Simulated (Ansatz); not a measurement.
`BOC(N)S` and `NC(N)S` differ in one atom or group.

Ansatz, PBE0-D4/def2-TZVP geometries, multiplicity 1. Each molecule was computed in one conformer, which needn't be the lowest.

| property | `BOC(N)S` |
| --- | --- |
| HOMO energy (PBE0/def2-TZVPP) / eV | -7.24 |
| HOMO energy (PBE/def2-TZVPP) / eV | -6.00 |
| HOMO energy (ωB97M-V/def2-TZVPP) / eV | -9.50 |
| HOMO–LUMO gap (PBE0/def2-TZVPP) / eV | 6.50 |
| size of the dipole moment (ωB97M-V/def2-TZVPP) / D | 1.27 |
| HOMO energy (B3LYP/def2-TZVPP) / eV | -7.00 |

(1) What does the change do to each property? (Best estimate.)

## Answers

(1) The calculation gave: 
| property | `NC(N)S` | shift |
| --- | --- | --- |
| HOMO energy (PBE0/def2-TZVPP) / eV | -6.79 | 0.45 |
| HOMO energy (PBE/def2-TZVPP) / eV | -5.49 | 0.51 |
| HOMO energy (ωB97M-V/def2-TZVPP) / eV | -9.06 | 0.44 |
| HOMO–LUMO gap (PBE0/def2-TZVPP) / eV | 7.09 | 0.59 |
| size of the dipole moment (ωB97M-V/def2-TZVPP) / D | 2.25 | 0.98 |
| HOMO energy (B3LYP/def2-TZVPP) / eV | -6.56 | 0.44 |

With PBE0 the HOMO rises by 0.45 eV and the LUMO rises by 1.02 eV, so the gap widens by about 0.57 eV. PBE moves the HOMO by 0.51 eV and ωB97M-V by 0.44 eV. Dipoles are sizes alone; their direction can turn.

B3LYP here is the variant with VWN-RPA as its local correlation; programs differ in this.
